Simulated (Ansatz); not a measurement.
Input file for Ansatz (a quantum-chemistry and plane-wave program): R-CCSD(T)/cc-pVTZ on C4H4O (SMILES C=CC=C=O).

Ansatz 0.2 input:
```yaml
crystal:
  periodic: [false, false, false]
  atoms:
    - {symbol: C, position_ang: [-1.59020799, 0.19476378, 0.38387123]}
    - {symbol: C, position_ang: [-0.47823877, -0.03959149, -0.31472054]}
    - {symbol: C, position_ang: [0.86537500, -0.00410643, 0.23776978]}
    - {symbol: C, position_ang: [1.94866731, -0.23953154, -0.47462015]}
    - {symbol: O, position_ang: [2.90396105, -0.44594435, -1.09753725]}
    - {symbol: H, position_ang: [-2.56121922, 0.15268046, -0.08836031]}
    - {symbol: H, position_ang: [-1.56230874, 0.43359777, 1.43992439]}
    - {symbol: H, position_ang: [-0.55575261, -0.27521330, -1.37067650]}
    - {symbol: H, position_ang: [1.02972395, 0.22334510, 1.28434936]}
basis:
  gaussian:
    orbitals: cc-pVTZ
magnetization: {spin_polarized: false}
correlation: {method: ccsd_t, electrons: outside_noble_gas}
scf: {lower_state_search: off}
```

The log:

```
WARN ansatz: RAYON_NUM_THREADS=1 ignored (pool sized by the plan → 1); use --threads N
Functional definition: HF
these checks for a lower state are left out or cut short: stability, starts, cluster_reference, orbital_swaps, neighbouring_geometries, increment
integrals: 0.88 GiB planned
1197 factors; integrals over basis functions are off by at most 1.1e-3 eV
mean field: 0.55 GiB planned
mean field evaluation 1: about -6219.1053 eV, gradient 3.8e1 eV
mean field evaluation 2: about -6219.4444 eV, gradient 3.8e1 eV
mean field evaluation 4: about -6222.9407 eV, gradient 5.3e0 eV
mean field evaluation 8: about -6223.0401 eV, gradient 6.4e-1 eV
mean field -6223.04371062 eV, -228.6926382348 hartree, gradient 7.2e-6 eV, S^2 0.000000; 0 other end points of the search recorded, 0 dependent functions left out
5 core orbitals not correlated
reference -6223.04371062 eV, -228.6926382348 hartree; 13, 13 occupied and 188, 188 virtual orbitals, 1197 factors
second order -23.24273185 eV of doubles, -0.00000000 eV of singles
coupled cluster: 1.30 GiB planned
cycle   1  -22.96923376 eV  change    2.7e-1 eV  update   1.3e-1
cycle   2  -23.60891931 eV  change   -6.4e-1 eV  update   4.4e-2
cycle   3  -23.79046162 eV  change   -1.8e-1 eV  update   2.1e-2
cycle   4  -23.77975894 eV  change    1.1e-2 eV  update   5.5e-3
cycle   5  -23.77720452 eV  change    2.6e-3 eV  update   2.1e-3
cycle   6  -23.77837019 eV  change   -1.2e-3 eV  update   7.1e-4
cycle   7  -23.77834563 eV  change    2.5e-5 eV  update   2.2e-4
cycle   8  -23.77821602 eV  change    1.3e-4 eV  update   8.1e-5
cycle   9  -23.77823652 eV  change   -2.0e-5 eV  update   3.4e-5
cycle  10  -23.77824238 eV  change   -5.9e-6 eV  update   1.1e-5
perturbative correction -1.18216114 eV, -0.0434436207 hartree
Total energy: -6248.00411414 eV, -229.6099161453 hartree
Checks for a lower state left out: stability, starts, cluster_reference, orbital_swaps, neighbouring_geometries, increment
```

The calculation finished and met its thresholds.

Cost: about 5 core-minutes (a rough figure).
